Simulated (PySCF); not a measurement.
Si(F)2(Me)2 (C₂H₆F₂Si), SMILES C[Si](C)(F)F. Heavy atoms are numbered as in [CH3:1][Si:2]([CH3:3])([F:4])[F:5]. Hydrogens are named by the atom that carries them.

Geometry: B3LYP-D3(BJ)/def2-SVP.

Method: PBE/def2-TZVP in PySCF.

Atomic charges (e), one atom of each kind:

```csv
atom,Mulliken,IAO
C1 (CH3),-0.48,(withheld)
Si2,0.72,(withheld)
F4,-0.30,(withheld)
H on C1,0.14,(withheld)
```

Task: Some entries are withheld; supply them. (An estimate is asked for; the answer gives what the named calculation found.)

Result: 
- C1 (CH3), IAO: -0.78
- Si2, IAO: 1.57
- F4, IAO: -0.52
- H on C1, IAO: 0.17

Task: Give the Mayer and Wiberg (Löwdin basis) orders of the bonds. (The exact figures need the calculation; the answer reports its results.)

Result: 
```
bond    Mayer  Wiberg
------  -----  ------
C1–Si2   1.01    1.20
Si2–C3   1.01    1.20
Si2–F4   1.13    1.68
Si2–F5   1.13    1.68
```
